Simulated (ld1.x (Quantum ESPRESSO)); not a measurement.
caesium: PAW pseudisation with PBEsol, scalar-relativistic reference atom.

caesium (Cs), PAW, made with ld1.x (Quantum ESPRESSO) 7.5 (PBEsol, scalar-relativistic). Core [Kr] 4d10, reference 5s2 5p6 5d0.5 6s0.5 6p0. Waves: 5s (bound): rcut 2.70, rcutus 2.85 bohr; 6s (bound): rcut 2.70, rcutus 2.85 bohr; 5p (bound): rcut 2.75, rcutus 3.20 bohr; 6p (bound, empty): rcut 2.75, rcutus 3.20 bohr; 5d (bound): rcut 2.65, rcutus 3.35 bohr; 5d channel at 0.65 Ry: rcut 2.65, rcutus 3.35 bohr. Local part: all-electron potential smoothed inside 2.95 bohr (lloc = -2). Core correction: Bessel-smoothed model core inside 2.80 bohr. Augmentation charge: PSQ, inside the norm-conserving radii.

All-electron outer shells of the reference configuration (PBEsol, scalar-relativistic, ld1.x):

```json
{"shell": "4p", "level (eV)": "-160.68", "outermost node (bohr)": "0.36", "outermost maximum (bohr)": "0.67"}
{"shell": "4d", "level (eV)": "-74.26", "outermost node (bohr)": "0.33", "outermost maximum (bohr)": "0.72"}
{"shell": "5s", "level (eV)": "-26.83", "outermost node (bohr)": "0.82", "outermost maximum (bohr)": "1.54"}
{"shell": "5p", "level (eV)": "-13.60", "outermost node (bohr)": "0.89", "outermost maximum (bohr)": "1.79"}
{"shell": "6s", "level (eV)": "-2.12", "outermost node (bohr)": "2.11", "outermost maximum (bohr)": "4.80"}
{"shell": "6p", "level (eV)": "-0.82", "outermost node (bohr)": "2.61", "outermost maximum (bohr)": "6.98"}
{"shell": "5d", "level (eV)": "-0.45", "outermost node (bohr)": "1.06", "outermost maximum (bohr)": "3.38"}
```

Estimate the cutoffs (Ry, on a coarse ladder) from which the occupation-weighted sum of valence levels, in a spherical-Bessel basis at the reference potential, stays within 10 and 1 mRy of its value at 400 Ry.

8 Ry and 12 Ry.

What does a ghost test show?

No extra level below or beside the all-electron valence levels (s, p, d, f tested).

Is the overlap operator S = 1 + Σ q|β⟩⟨β| positive definite (Bessel basis up to 400 Ry)?

Yes: its lowest eigenvalue is 0.09 (s channel).

Tests: 5s2 5p6 5d0 6s1 6p0; 5s2 5p6 5d0 6s0 6p0; 5s2 5p6 5d0 6s0.5 6p0; 5s2 5p6 5d1 6s0 6p0; 5s1 5p6 5d0 6s1 6p0; 5s2 5p6 5d0 6s0 6p1; 5s2 5p5 5d0 6s1 6p0. Which has the largest error in its energy relative to the reference configuration, and how large is it?

5s1 5p6 5d0 6s1 6p0, with -18 meV (all-electron minus pseudo) on +30.89 eV.
